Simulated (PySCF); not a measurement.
A geometry optimisation, step by step.

CH3Cl2F3Ga2O.
Numbering: `[F:1][C:2]([F:3])([F:4])[O:5][GaH-:6]1[Cl+:7][GaH2-:8][Cl+:9]1` (hydrogens: H10 on Ga6; H11, H12 on Ga8)

Computed by this run: PBE0-D3(BJ)/def2-SVP geometry optimisation, gas phase (PySCF 2.14.0); density fitting, grid level 1; the optimiser is geomeTRIC in internal coordinates, started from a GFN2-xTB structure with every atom displaced at random (about 0.01 Å). 6 of its 20 geometries are shown. The frame can shift and turn from step to step; on so coarse a grid that alone can change the energy by a few meV, and forces under 0.02 eV/Å are noise.

Step 0: E = -141026.6833 eV, largest atomic force 3.544 eV/Å
```
atom  x, y, z in Å  |  force x, y, z in eV/Å
F1      2.002   -0.768    1.019   -0.234   0.877  -0.502
C2      2.369    0.280    0.100    2.716  -2.218   0.511
F3      3.343    0.911    0.687    0.347   0.764   0.385
F4      2.945   -0.459   -0.903   -0.237   0.490   0.100
O5      1.379    0.971   -0.264   -1.324   0.345  -0.054
Ga6     0.150   -0.418   -0.472   -0.082  -0.404  -0.396
Cl7    -1.125   -0.714    1.352    0.217  -0.326   0.905
Ga8    -2.873    0.302    0.256   -1.746   0.151   0.720
Cl9    -1.504    0.751   -1.465   -0.016   0.683  -1.295
H10     0.546   -1.682   -1.211   -0.063  -0.334  -0.217
H11    -3.284    1.594    1.022    0.253   0.105  -0.020
H12    -3.910   -0.796   -0.129    0.168  -0.134  -0.137
```

Step 4: E = -141027.3571 eV, largest atomic force 0.217 eV/Å
```
atom  x, y, z in Å  |  force x, y, z in eV/Å
F1      2.438   -0.796    0.988   -0.033   0.024  -0.048
C2      2.483    0.289    0.174    0.037   0.182  -0.056
F3      3.018    1.287    0.864    0.007   0.013   0.104
F4      3.345   -0.017   -0.806    0.013  -0.103  -0.050
O5      1.292    0.612   -0.283    0.099  -0.006   0.071
Ga6     0.039   -0.657   -0.653   -0.201   0.009  -0.081
Cl7    -1.177   -0.883    1.308   -0.060  -0.002  -0.022
Ga8    -2.992    0.382    0.349    0.042  -0.030   0.044
Cl9    -1.640    0.665   -1.605    0.081  -0.079   0.052
H10     0.296   -1.984   -1.393   -0.016  -0.004  -0.002
H11    -3.000    1.747    1.083    0.022   0.004  -0.003
H12    -4.063   -0.672   -0.035    0.009  -0.009  -0.008
```

Step 8: E = -141027.3635 eV, largest atomic force 0.107 eV/Å
```
atom  x, y, z in Å  |  force x, y, z in eV/Å
F1      2.419   -0.770    0.932    0.002  -0.001  -0.004
C2      2.448    0.328    0.133    0.048  -0.066   0.036
F3      2.962    1.323    0.845    0.002   0.005  -0.008
F4      3.319    0.043   -0.847    0.000   0.019  -0.006
O5      1.253    0.625   -0.321   -0.069   0.029  -0.027
Ga6     0.012   -0.662   -0.712    0.087  -0.059   0.018
Cl7    -1.152   -1.009    1.271   -0.002  -0.016  -0.004
Ga8    -2.934    0.356    0.459   -0.008   0.013   0.003
Cl9    -1.684    0.629   -1.577   -0.046   0.054  -0.037
H10     0.279   -1.975   -1.477    0.015   0.014  -0.001
H11    -2.811    1.718    1.187   -0.013  -0.006   0.018
H12    -4.071   -0.635    0.098   -0.015   0.013   0.010
```

Step 11: E = -141027.3672 eV, largest atomic force 0.067 eV/Å
```
atom  x, y, z in Å  |  force x, y, z in eV/Å
F1      2.449   -0.825    0.851    0.000  -0.002  -0.003
C2      2.440    0.311    0.108   -0.012   0.049  -0.043
F3      2.954    1.280    0.855    0.003  -0.018   0.021
F4      3.288    0.095   -0.908   -0.007  -0.017   0.010
O5      1.227    0.613   -0.302    0.029  -0.024   0.052
Ga6     0.008   -0.681   -0.730   -0.059   0.021  -0.003
Cl7    -1.192   -1.099    1.226    0.025   0.005  -0.030
Ga8    -2.914    0.391    0.513    0.005   0.017  -0.038
Cl9    -1.700    0.648   -1.557    0.009  -0.027   0.058
H10     0.309   -1.965   -1.527   -0.015  -0.001  -0.012
H11    -2.699    1.715    1.288    0.015   0.000   0.001
H12    -4.130   -0.511    0.173    0.009  -0.004  -0.013
```

Step 15: E = -141027.3690 eV, largest atomic force 0.069 eV/Å
```
atom  x, y, z in Å  |  force x, y, z in eV/Å
F1      2.456   -1.079    0.771    0.001   0.007   0.000
C2      2.466    0.127    0.148    0.026  -0.046   0.020
F3      3.065    0.988    0.960    0.006  -0.007   0.003
F4      3.250   -0.024   -0.931   -0.001   0.005  -0.011
O5      1.252    0.522   -0.162   -0.017   0.028  -0.022
Ga6    -0.039   -0.646   -0.719    0.026  -0.013  -0.036
Cl7    -1.294   -1.055    1.182   -0.038   0.018   0.032
Ga8    -2.902    0.580    0.477   -0.021  -0.031   0.059
Cl9    -1.616    0.847   -1.517    0.026   0.026  -0.047
H10     0.176   -1.890   -1.604    0.004   0.003  -0.002
H11    -2.623    1.844    1.327   -0.010   0.002   0.004
H12    -4.152   -0.240    0.060   -0.002   0.008   0.000
```

Step 19: E = -141027.3712 eV, largest atomic force 0.029 eV/Å
```
atom  x, y, z in Å  |  force x, y, z in eV/Å
F1      2.415   -1.209    0.704   -0.001  -0.006  -0.001
C2      2.496    0.012    0.117    0.010   0.016  -0.021
F3      3.184    0.800    0.931   -0.006  -0.007  -0.006
F4      3.232   -0.162   -0.993   -0.005  -0.006   0.007
O5      1.305    0.506   -0.142    0.001  -0.014   0.011
Ga6    -0.054   -0.582   -0.706   -0.008   0.004   0.002
Cl7    -1.314   -0.968    1.212    0.012   0.012  -0.011
Ga8    -2.918    0.661    0.513    0.005  -0.002  -0.009
Cl9    -1.590    0.967   -1.468   -0.001  -0.001   0.019
H10     0.108   -1.822   -1.607   -0.011  -0.005   0.003
H11    -2.668    1.920    1.380    0.003   0.003   0.005
H12    -4.156   -0.151    0.051    0.001   0.005   0.000
```

Question: Summarise the path.

Answer: The energy falls by 0.6879 eV from step 0 to step 19; nine tenths of that is first reached at step 3. It rises by more than 0.2 meV at step 13. The largest force goes from 3.544 to 0.029 eV/Å. Among the bonds Ga8–Cl9 changes most, from 2.244 to 2.404 Å; the atoms move by 0.380 Å rms after alignment.

Question: Follow the three bonds and two angles with the largest change from start to end.

Answer: 
```csv
step,E above end (eV),largest force (eV/Å),Ga8–Cl9 (Å),Cl7–Ga8 (Å),F1–C2 (Å),C2–O5–Ga6 (°),H11–Ga8–H12 (°)
0,0.6879,3.544,2.244,2.300,1.442,98.1,122.1
1,0.2491,1.175,2.299,2.339,1.396,105.2,124.4
2,0.1025,0.826,2.334,2.368,1.387,112.2,127.7
3,0.0222,0.246,2.380,2.406,1.359,119.2,133.0
4,0.0141,0.217,2.393,2.411,1.357,121.5,135.4
5,0.0105,0.103,2.393,2.407,1.357,121.8,135.8
6,0.0088,0.067,2.395,2.401,1.358,122.1,136.3
7,0.0081,0.076,2.398,2.395,1.358,122.2,136.7
8,0.0077,0.107,2.405,2.388,1.358,122.1,136.9
9,0.0071,0.113,2.415,2.381,1.358,122.0,136.7
10,0.0057,0.080,2.417,2.382,1.358,121.8,136.3
11,0.0039,0.067,2.414,2.386,1.357,121.7,135.7
12,0.0031,0.091,2.410,2.388,1.357,121.8,135.6
13,0.0038,0.157,2.391,2.398,1.357,122.1,135.5
14,0.0033,0.106,2.388,2.399,1.357,122.3,135.8
15,0.0022,0.069,2.388,2.400,1.358,122.2,136.4
16,0.0021,0.111,2.389,2.400,1.358,121.8,136.5
17,0.0011,0.092,2.394,2.397,1.358,121.4,136.3
18,0.0003,0.035,2.401,2.393,1.357,121.0,136.2
19,0.0000,0.029,2.404,2.390,1.357,120.7,136.1
```

What follows is the cost of the whole optimisation. On Arm Neoverse V2, one thread, shared host, this took 7.1 min wall and 1.1 GiB of memory at its peak.
